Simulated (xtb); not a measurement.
xtb input file for TaOBr₂, SMILES [Br][Ta](=[O])[Br] (connectivity only; charge and spin as stated), neutral, multiplicity 2, GFN2-xTB. 

```
$ xtb mol.xyz --gfn 2 --sp --chrg 0 --uhf 1 --json
$ cat mol.xyz
4

Ta     0.00000000    -0.00000000    -0.41666778
O     -0.00000000     0.00000000    -2.11064135
Br    -0.00000000    -2.17843674     0.67574113
Br    -0.00000000     2.17843674     0.67574113
```

Output:

```
[banner left out]
          |                Calculation Setup                |
           -------------------------------------------------



           -------------------------------------------------
          |                 G F N 2 - x T B                 |
           -------------------------------------------------

        Reference                      10.1021/acs.jctc.8b01176
      * Hamiltonian:
        H0-scaling (s, p, d)           1.850000    2.230000    2.230000
        zeta-weighting                 0.500000
      * Dispersion:
        s8                             2.700000
        a1                             0.520000
        a2                             5.000000
        s9                             5.000000
      * Repulsion:
        kExp                           1.500000    1.000000
        rExp                           1.000000
      * Coulomb:
        alpha                          2.000000
        third order                    shell-resolved
        anisotropic                    true
        a3                             3.000000
        a5                             4.000000
        cn-shift                       1.200000
        cn-exp                         4.000000
        max-rad                        5.000000


          ...................................................
          :                      SETUP                      :
          :.................................................:
          :  # basis functions                  34          :
          :  # atomic orbitals                  31          :
          :  # shells                           11          :
          :  # electrons                        25          :
          :  max. iterations                   250          :
          :  Hamiltonian                  GFN2-xTB          :
          :  restarted?                      false          :
          :  GBSA solvation                  false          :
          :  PC potential                    false          :
          :  electronic temp.          300.0000000     K    :
          :  accuracy                    1.0000000          :
          :  -> integral cutoff          0.2500000E+02      :
          :  -> integral neglect         0.1000000E-07      :
          :  -> SCF convergence          0.1000000E-05 Eh   :
          :  -> wf. convergence          0.1000000E-03 e    :
          :  Broyden damping             0.4000000          :
          :  net charge                          0          :
          :  unpaired electrons                  1          :
          ...................................................

 iter      E             dE          RMSdq      gap      omega  full diag
   1    -13.4458545 -0.134459E+02  0.215E+01    1.06       0.0  T
   2    -13.8700955 -0.424241E+00  0.310E+01    1.04       1.0  T
   3    -14.1937530 -0.323658E+00  0.187E+01    1.05       1.0  T
   4    -14.2483347 -0.545817E-01  0.116E+01    1.05       1.0  T
   5    -14.3116592 -0.633245E-01  0.648E+00    1.03       1.0  T
   6    -14.3147247 -0.306547E-02  0.326E+00    1.07       1.0  T
   7    -14.3170763 -0.235163E-02  0.146E+00    1.05       1.0  T
   8    -14.3176706 -0.594349E-03  0.924E-01    1.03       1.0  T
   9    -14.3176808 -0.101634E-04  0.687E-01    1.03       1.0  T
  10    -14.3177260 -0.451838E-04  0.232E-01    1.03       1.0  T
  11    -14.3177471 -0.210742E-04  0.943E-02    1.03       1.0  T
  12    -14.3177504 -0.328628E-05  0.211E-02    1.03       2.4  T
  13    -14.3177505 -0.989946E-07  0.953E-03    1.03       5.2  T
  14    -14.3177505 -0.131323E-07  0.719E-03    1.03       7.0  T
  15    -14.3177505 -0.169301E-07  0.204E-03    1.03      24.5  T
  16    -14.3177505 -0.250576E-08  0.397E-04    1.03     126.0  T
  17    -14.3177505 -0.267057E-10  0.819E-05    1.03     610.6  T

   *** convergence criteria satisfied after 17 iterations ***

         #    Occupation            Energy/Eh            Energy/eV
      -------------------------------------------------------------
         1        2.0000           -0.9042464             -24.6058
       ...           ...                  ...                  ...
         7        2.0000           -0.4718757             -12.8404
         8        2.0000           -0.4713158             -12.8252
         9        2.0000           -0.4685468             -12.7498
        10        2.0000           -0.4641997             -12.6315
        11        2.0000           -0.4583272             -12.4717
        12        2.0000           -0.4561355             -12.4121
        13        1.0000           -0.3969050             -10.8003 (HOMO)
        14                         -0.3589616              -9.7678 (LUMO)
        15                         -0.3036305              -8.2622
        16                         -0.2746690              -7.4741
        17                         -0.2528881              -6.8814
        18                         -0.0950293              -2.5859
       ...                                ...                  ...
        31                          2.1542643              58.6205
      -------------------------------------------------------------
                  HL-Gap            0.0379433 Eh            1.0325 eV
             Fermi-level           -0.4021990 Eh          -10.9444 eV

 SCC (total)                   0 d,  0 h,  0 min,  0.004 sec
 SCC setup                      ...        0 min,  0.000 sec (  1.903%)
 Dispersion                     ...        0 min,  0.000 sec (  0.558%)
 classical contributions        ...        0 min,  0.000 sec (  0.392%)
 integral evaluation            ...        0 min,  0.001 sec ( 16.604%)
 iterations                     ...        0 min,  0.002 sec ( 56.466%)
 molecular gradient             ...        0 min,  0.001 sec ( 22.778%)
 printout                       ...        0 min,  0.000 sec (  1.127%)

         :::::::::::::::::::::::::::::::::::::::::::::::::::::
         ::                     SUMMARY                     ::
         :::::::::::::::::::::::::::::::::::::::::::::::::::::
         :: total energy             -14.284554683489 Eh    ::
         :: gradient norm              0.000033995727 Eh/a0 ::
         :: HOMO-LUMO gap              1.032491042973 eV    ::
         ::.................................................::
         :: SCC energy               -14.317749424690 Eh    ::
         :: -> isotropic ES            0.055630025237 Eh    ::
         :: -> anisotropic ES          0.004049436668 Eh    ::
         :: -> anisotropic XC         -0.015365458869 Eh    ::
         :: -> dispersion             -0.003483352727 Eh    ::
         :: repulsion energy           0.033194741201 Eh    ::
         :: add. restraining           0.000000000000 Eh    ::
         :: total charge              -0.000000000000 e     ::
         :::::::::::::::::::::::::::::::::::::::::::::::::::::

           -------------------------------------------------
          |                Property Printout                |
           -------------------------------------------------

    * Orbital Energies and Occupations

         #    Occupation            Energy/Eh            Energy/eV
      -------------------------------------------------------------
         1        2.0000           -0.9042464             -24.6058
         2        2.0000           -0.8818974             -23.9976
         3        2.0000           -0.7040282             -19.1576
         4        2.0000           -0.5549410             -15.1007
         5        2.0000           -0.4851787             -13.2024
         6        2.0000           -0.4786893             -13.0258
         7        2.0000           -0.4718757             -12.8404
Note: The following floating-point exceptions are signalling: IEEE_DENORMAL
normal termination of xtb
         8        2.0000           -0.4713158             -12.8252
         9        2.0000           -0.4685468             -12.7498
        10        2.0000           -0.4641997             -12.6315
        11        2.0000           -0.4583272             -12.4717
        12        2.0000           -0.4561355             -12.4121
        13        1.0000           -0.3969050             -10.8003 (HOMO)
        14                         -0.3589616              -9.7678 (LUMO)
        15                         -0.3036305              -8.2622
        16                         -0.2746690              -7.4741
        17                         -0.2528881              -6.8814
        18                         -0.0950293              -2.5859
        19                         -0.0022357              -0.0608
        20                          0.0011775               0.0320
        21                          0.0032438               0.0883
        22                          0.0032776               0.0892
        23                          0.0073118               0.1990
        24                          0.0190479               0.5183
       ...                                ...                  ...
        31                          2.1542643              58.6205
      -------------------------------------------------------------
                  HL-Gap            0.0379433 Eh            1.0325 eV
             Fermi-level           -0.4021990 Eh          -10.9444 eV

     #   Z          covCN         q      C6AA      α(0)
     1  73 Ta       2.280     0.831   329.343    40.984
     2   8 O        0.722    -0.504    23.945     6.557
     3  35 Br       0.779    -0.163   189.087    22.170
     4  35 Br       0.779    -0.163   189.087    22.170

 Mol. C6AA /au·bohr⁶  :       2509.529038
 Mol. C8AA /au·bohr⁸  :     229383.515480
 Mol. α(0) /au        :         91.879752


Wiberg/Mayer (AO) data.
largest (>0.10) Wiberg bond orders for each atom

 ---------------------------------------------------------------------------
     #   Z sym  total        # sym  WBO       # sym  WBO       # sym  WBO
 ---------------------------------------------------------------------------
     1  73 Ta   4.607 --     2 O    2.212     3 Br   1.198     4 Br   1.198
     2   8 O    2.358 --     1 Ta   2.212
     3  35 Br   1.400 --     1 Ta   1.198     4 Br   0.129
     4  35 Br   1.400 --     1 Ta   1.198     3 Br   0.129
 ---------------------------------------------------------------------------

Topologies differ in total number of bonds
Writing topology from bond orders to xtbtopo.mol

molecular dipole:
                 x           y           z       tot (Debye)
 q only:        0.000      -0.000       0.940
   full:        0.000      -0.000       0.948       2.409
molecular quadrupole (traceless):
                xx          xy          yy          xz          yz          zz
 q only:        6.786       0.000      -1.514       0.000      -0.000      -5.272
  q+dip:       13.427       0.000      -8.431       0.000      -0.000      -4.997
   full:       13.413       0.000      -8.125       0.000      -0.000      -5.288


           -------------------------------------------------
          | TOTAL ENERGY              -14.284554683489 Eh   |
          | GRADIENT NORM               0.000033995727 Eh/α |
          | HOMO-LUMO GAP               1.032491042973 eV   |
           -------------------------------------------------

------------------------------------------------------------------------
------------------------------------------------------------------------
 total:
 SCF:
```

Self-consistency was reached.

Cost: roughly 0.03 core-seconds.
